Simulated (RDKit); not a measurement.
Input file for RDKit: MMFF94 on C3H6O (a complex), monomers drawn apart or pushed together.

```python
from rdkit import Chem
from rdkit.Chem import AllChem, rdDetermineBonds

blocks = [
'''6

C    -0.64136500   -0.46970023    0.31486281
C     0.20909778    0.54510305    0.24642289
H    -0.35363594   -1.42338994    0.74033070
H    -1.65579124   -0.38897974   -0.05692089
H    -0.07439980    1.49796306   -0.18426060
H     1.22466678    0.46001702    0.61344556
''',
'''4

C    -0.05617605    0.15952118    3.96774876
O     0.83614045   -0.55472122    4.33243913
H     0.10088729    1.23095739    3.74043188
H    -1.09185323   -0.20838814    3.83990683
''',
]
mol = None
for b in blocks:
    f = Chem.MolFromXYZBlock(b)
    rdDetermineBonds.DetermineBonds(f, charge=0)
    mol = f if mol is None else Chem.CombineMols(mol, f)
Chem.SanitizeMol(mol)
print(Chem.MolToSmiles(Chem.RemoveHs(mol)))
ff = AllChem.MMFFGetMoleculeForceField(mol, AllChem.MMFFGetMoleculeProperties(mol), nonBondedThresh=100.0, ignoreInterfragInteractions=False)
e = ff.CalcEnergy()
print(f'MMFF94 energy {e:.6f} kcal/mol')
```

It printed:

```
C=C.C=O
MMFF94 energy 7.673020 kcal/mol
```

The run finished.

Cost: about 0.05 core-seconds (a rough figure).
